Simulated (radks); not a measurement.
Sc III, configuration [Ar] 3d1. Calculated with a radial shooting solver on a logarithmic mesh with Libxc functionals: scalar-relativistic Kohn-Sham, SCAN, spin-polarised, spherical densities, finite nucleus; open shells are filled with parallel spins first; meta-GGA in the generalised Kohn-Sham scheme; Fermi nuclear charge, rms radius 3.5459 fm.

Unscreened Slater integrals over Kohn-Sham orbitals (cm^-1). They are taken over the spin-up orbitals.

integral    value
F0(3d,3d)  129840
F2(3d,3d)   59778
F4(3d,3d)   37134
F0(3d,3p)  146810
F2(3d,3p)   68640
G1(3d,3p)   85753
G3(3d,3p)   51343
F0(3d,3s)  151340
G2(3d,3s)   64230
F0(3d,2p)  183200
F2(3d,2p)   28131
G1(3d,2p)   18443
G3(3d,2p)   10402
F0(3p,3p)  170530
F2(3p,3p)   85889
F0(3p,3s)  176870
G1(3p,3s)  117820
F0(3p,2p)  231860
F2(3p,2p)   43263
G0(3p,2p)   16944
G2(3p,2p)   17409
F0(3s,3s)  184000
F0(3s,2p)  244460
G1(3s,2p)   19162
F0(2p,2p)  653490
F2(2p,2p)  306030

Derived for the open shells (J is the average intra-shell exchange parameter used in DFT+U). 3d: Racah B = F2/49 - 5 F4/441 = 798.9 cm^-1, C = 35 F4/441 = 2947 cm^-1, C/B = 3.69, F4/F2 = 0.621, J = (F2 + F4)/14 = 6922 cm^-1.
